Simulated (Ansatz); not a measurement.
Geometry optimisation, UKS PBE0/def2-SVP in Ansatz.

Input:

```yaml
crystal:
  periodic: [false, false, false]
  atoms:
    - { symbol: Zr, position_ang: [-0.157954, -0.253329, -0.617928] }
    - { symbol: Cl, position_ang: [-0.005398, 0.031975, 3.088011] }
    - { symbol: O, position_ang: [1.765385, -0.291659, -0.704257] }
    - { symbol: H, position_ang: [2.719854, -0.329236, -0.713446] }
    - { symbol: O, position_ang: [-1.099047, 1.423879, -0.714673] }
    - { symbol: H, position_ang: [-1.588785, 2.243889, -0.73044] }
    - { symbol: O, position_ang: [-1.137982, -1.887481, -0.346789] }
    - { symbol: H, position_ang: [-1.618731, -2.693869, -0.170739] }
    - { symbol: H, position_ang: [0.030658, 0.107331, 4.417761] }
magnetization:
  spin_polarized: true
  initial_magnetization: 1
basis:
  gaussian: { orbitals: def2-SVP }
hamiltonian:
  xc: pbe0
relax:
  f_tol: 0.03
  max_steps: 50
```

Command:

```bash
$ ansatz run input.yaml --threads 4 --pin off --max-ram 5120MiB --backend cpu --events-out ev --progress --plain --runs-dir out
```

Where does it end, and by what steps?

It converged. After 2 steps the energy has fallen by 0.024 eV; Cl2 moved furthest, 0.06 Å.

```tsv
step	energy less start (eV)	largest force component (eV/Å)	accepted
0	0.0000	1.127	yes
1	-0.0199	0.457	yes
2	-0.0243	0.012	yes
```

```xyz
9
Properties=species:S:1:pos:R:3
Zr -0.162 -0.260 -0.625
Cl -0.020 0.008 3.136
O 1.762 -0.291 -0.704
H 2.717 -0.320 -0.712
O -1.097 1.421 -0.715
H -1.579 2.246 -0.730
O -1.143 -1.896 -0.363
H -1.625 -2.704 -0.196
H 0.055 0.147 4.417
```

Whether the end is a true minimum wasn't checked by a vibrational analysis.

Time of the run: 9.9 s on 4 threads of Arm Neoverse V2, on a shared host, peak memory 0.36 GiB.
